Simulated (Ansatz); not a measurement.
The cluster InAs2⁻. Total charge -1; quintet. Geometry r2SCAN-D4/def2-TZVPD.

```xyz
3

In   -0.1892    0.8728    1.4007
As   -0.8476    0.1065   -1.1659
As    1.0368   -0.9793   -0.2347
```

In the def2 sets In takes a core potential; there is no spin–orbit coupling. B3LYP takes the VWN-RPA correlation. At LDA (SPW92)/def2-TZVPD, B3LYP-D4/def2-TZVPD, PBE0-D4/def2-TZVPD the highest occupied level of the charge -1 quintet lies above zero (up to 1.40 eV). The electron is either unbound and held by the finite basis, or the level is raised by self-interaction error. At PBE0-D4/def2-TZVPD a singlet of charge -1 lies 2.35 eV below the quintet, each at its own geometry. The structure comes from a short search, and lower isomers may exist.

**Question.** Estimate the α-spin orbital energies around the gap (eV) in Ansatz with HF/def2-TZVPD, LDA (SPW92)/def2-TZVPD, B3LYP-D4/def2-TZVPD, PBE0-D4/def2-TZVPD, CAM-B3LYP-D4/def2-TZVPD.

**Answer.** 
```tsv
orbital	HF/def2-TZVPD	LDA (SPW92)/def2-TZVPD	B3LYP-D4/def2-TZVPD	PBE0-D4/def2-TZVPD	CAM-B3LYP-D4/def2-TZVPD
HOMO−13	-23.51	-14.28	-16.20	-16.70	-18.07
HOMO−12	-23.48	-14.25	-16.19	-16.70	-18.06
HOMO−11	-23.32	-14.05	-15.98	-16.50	-17.84
HOMO−10	-23.31	-14.04	-15.98	-16.49	-17.83
HOMO−9	-23.29	-14.04	-15.98	-16.49	-17.83
HOMO−8	-18.60	-11.60	-12.99	-13.39	-15.11
HOMO−7	-14.07	-8.29	-9.47	-9.76	-11.38
HOMO−6	-9.23	-5.12	-5.85	-6.19	-7.58
HOMO−5	-5.95	-2.56	-3.06	-3.30	-4.36
HOMO−4	-5.47	-2.04	-2.76	-3.09	-4.33
HOMO−3	-4.85	-1.74	-2.26	-2.54	-3.55
HOMO−2	-3.90	-0.94	-1.44	-1.72	-2.69
HOMO−1	-2.94	0.32	-0.31	-0.56	-1.65
HOMO	-1.03	1.40	1.00	0.74	-0.07
LUMO	4.17	2.24	2.83	2.90	3.59
LUMO+1	4.56	2.48	2.92	2.97	3.73
LUMO+2	5.29	2.79	3.49	3.65	4.44
LUMO+3	5.65	3.02	3.58	3.66	4.50
LUMO+4	5.83	4.02	4.42	4.48	5.18
LUMO+5	5.88	4.07	4.51	4.54	5.20
β HOMO	-2.91	-1.31	-1.66	-1.76	-2.78
β LUMO	3.46	-0.77	0.05	0.41	1.23
```
